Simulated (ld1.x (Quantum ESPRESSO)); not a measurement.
Mg (Z = 12), TM: configuration errors across variants

* Element: Mg
* Generator: ld1.x (Quantum ESPRESSO) 7.5
* Type: norm-conserving Troullier–Martins (Kleinman–Bylander form)
* Functional: BLYP
* Relativity: scalar-relativistic
* Frozen core: [Ne]
* Valence charge: 2
* Reference configuration: 3s1.5 3p0.5
* Partial waves: 3s (bound): rc 2.30 bohr; 3p (bound): rc 2.85 bohr
* Local potential: all-electron potential smoothed inside 2.30 bohr (lloc = -1)
* Core correction: Bessel-smoothed model core, default radius (core density twice the valence density)

All-electron excitation energies from the reference (eV): (1) 3s2 3p0 -1.727; (2) 3s1 3p0 6.167; (3) 3s1.5 3p0 1.364; (4) 3s1 3p1 1.804; (5) 3s0 3p2 5.606; (6) 3s0 3p1 10.616.

Errors AE − PS in meV (a dash: test not solved or not reliable):

```tsv
change	(1)	(2)	(3)	(4)	(5)	(6)	bound ghosts
base	-0.2	+1.7	+0.1	-0.5	-5.4	-2.6	none
wave 3s (bound): rc 2.30 bohr becomes 3s (bound): rc 1.54 bohr	-0.5	+2.1	+0.2	-0.8	-11	-9.0	none
wave 3s (bound): rc 2.30 bohr becomes 3s (bound): rc 1.66 bohr	-0.4	+1.9	+0.2	-0.7	-8.3	-6.0	none
wave 3s (bound): rc 2.30 bohr becomes 3s (bound): rc 1.96 bohr	-0.2	+1.6	+0.1	-0.4	-5.1	-2.1	none
wave 3s (bound): rc 2.30 bohr becomes 3s (bound): rc 2.10 bohr	-0.2	+1.6	+0.1	-0.4	-4.5	-1.4	none
wave 3s (bound): rc 2.30 bohr becomes 3s (bound): rc 2.36 bohr	-0.3	+1.7	+0.2	-0.5	-6.0	-3.3	none
wave 3s (bound): rc 2.30 bohr becomes 3s (bound): rc 2.54 bohr	-0.4	+1.9	+0.2	-0.8	-9.0	-7.0	none
wave 3s (bound): rc 2.30 bohr becomes 3s (bound): rc 2.74 bohr	-0.8	+2.1	+0.3	-1.2	-14	-13	none
wave 3s (bound): rc 2.30 bohr becomes 3s (bound): rc 3.00 bohr	-1.3	+2.3	+0.4	-2.0	-23	-24	none
wave 3s (bound): rc 2.30 bohr becomes 3s (bound): rc 3.24 bohr	-2.1	+2.4	+0.6	-3.0	-35	-40	none
```

Give the same row for: wave 3s (bound): rc 2.30 bohr becomes 3s (bound): rc 3.42 bohr.

-3.1, +2.4, +0.9, -4.3, -50, -61; bound ghosts: none.
